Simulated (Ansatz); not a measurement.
BrH4Si2 (`[SiH3][SiH]Br`) radical, relaxed with UKS PBE-D4/def2-SVP in Ansatz 0.2.0 from a rough embedded geometry. The force threshold is 0.03 eV/Å; the program also tests the step.

The species carries charge 0 and has multiplicity 2.

Start:

```xyz
7

Si   -0.721   -0.088    0.588
Si    0.665    0.535   -1.043
Br    1.485   -1.245   -2.057
H    -1.843   -0.834    0.073
H    -1.343    1.126    1.286
H    -0.053   -0.882    1.690
H     1.810    1.388   -0.537
```

```json
{"step": "1", "energy (eV)": "-85834.1445", "largest force (eV/Å)": "1.850", "largest move (Å)": "0.000"}
{"step": "2", "energy (eV)": "-85834.2869", "largest force (eV/Å)": "0.555", "largest move (Å)": "0.076"}
{"step": "3", "energy (eV)": "-85834.2990", "largest force (eV/Å)": "0.035", "largest move (Å)": "0.031"}
{"step": "4", "energy (eV)": "-85834.2997", "largest force (eV/Å)": "0.011", "largest move (Å)": "0.015"}
```

End:

```xyz
7

Si   -0.771   -0.087    0.661
Si    0.687    0.576   -1.061
Br    1.523   -1.250   -2.080
H    -1.891   -0.890    0.058
H    -1.333    1.156    1.298
H    -0.076   -0.912    1.713
H     1.860    1.406   -0.590
```

Run time 3.6 s (4 threads of an Intel Xeon Platinum 8559C on a shared host); peak host memory 0.18 GiB.
